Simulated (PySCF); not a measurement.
Compound: C₃H₇OSi (doublet state).
Structure used (GFN2-xTB), in Å, numbered top down from 1:
```xyz
12
C3H7OSi angstrom
C      1.6579   -0.6549    0.1512
Si    -0.0168    0.1938   -0.0846
C     -1.5412   -0.8136    0.4243
C     -0.1674    1.9068   -0.7549
O      0.8053    2.5918   -1.0873
H      2.4551    0.0207   -0.1466
H      1.7406   -1.5578   -0.4512
H      1.8233   -0.9349    1.1902
H     -1.5142   -1.0600    1.4827
H     -1.5944   -1.7493   -0.1266
H     -2.4597   -0.2654    0.2365
H     -1.1873    2.3221   -0.8599
```

The hyperfine couplings belong to this conformer and change with its torsions.

The species is `C[Si](C)C=O` [radical].

Theory: UKS B3LYP, pcH-1 on C H O Si, non-relativistic, mean-field spin-orbit, GIAO in PySCF. Geometry: GFN2-xTB; no solvent, vibrations or thermal averaging. A GFN2-xTB geometry isn't a minimum of the functional, and hyperfine couplings can be far from their values at a DFT geometry, by a factor of two or more for some ions and for spin on atoms past the first row. Stability of the SCF solution: not tested.

Mulliken spin populations: C1 -0.046, Si2 +0.813, C3 -0.044, C4 -0.018, O5 +0.259, H6 0.000, H7 +0.010, H8 +0.010, H9 +0.012, H10 +0.011, H11 0.000, H12 -0.007.

(1) What dipolar couplings does the calculation give for H6, H7, H8, H9, H10, H11, H12?

(2) Estimate them with point dipoles: put each population ρk at its nucleus, leave out the nucleus itself and the atom bound to it, and sum T = Σ [ρk/(2S)]·C·(3 n nᵀ − 1)/r³ with C = μ0 gₑ μB g_N μN/(4π h) = 79.06 MHz Å³.

(3) If all the spin sat on Si2, T∥ = 2C/r³. What distance does the computed T3 of H11 then imply?

Answers

(1) 
| atom | position | distance from Si2 (Å) | T1 (MHz) | T2 | T3 |
| --- | --- | --- | --- | --- | --- |
| H6 | 2 bonds from Si2 | 2.48 | -2.14 | -1.71 | 3.85 |
| H7 | 2 bonds from Si2 | 2.51 | -2.45 | -1.77 | 4.22 |
| H8 | 2 bonds from Si2 | 2.51 | -2.40 | -1.75 | 4.15 |
| H9 | 2 bonds from Si2 | 2.50 | -2.60 | -1.68 | 4.28 |
| H10 | 2 bonds from Si2 | 2.50 | -2.55 | -1.74 | 4.29 |
| H11 | 2 bonds from Si2 | 2.51 | -2.50 | -1.44 | 3.94 |
| H12 | 2 bonds from Si2 | 2.55 | -2.40 | -1.97 | 4.38 |

(2) 
```
atom  T1 (MHz)     T2    T3  T3, computed  difference in T3 (%)
  H6     -4.84  -3.30  8.14          3.85                  +112
  H7     -4.20  -4.00  8.19          4.22                   +94
  H8     -4.20  -4.00  8.20          4.15                   +98
  H9     -4.36  -3.89  8.24          4.28                   +92
 H10     -4.37  -3.87  8.24          4.29                   +92
 H11     -4.29  -3.81  8.11          3.94                  +106
 H12     -6.25  -0.40  6.64          4.38                   +52
```

In T3 the estimate is closest for H12 (+52 %, 2.55 Å from Si2) and worst for H6 (+112 %, 2.48 Å).

(3) r = (2 × 79.06/3.94)^(1/3) = 3.42 Å, against 2.51 Å in the structure.
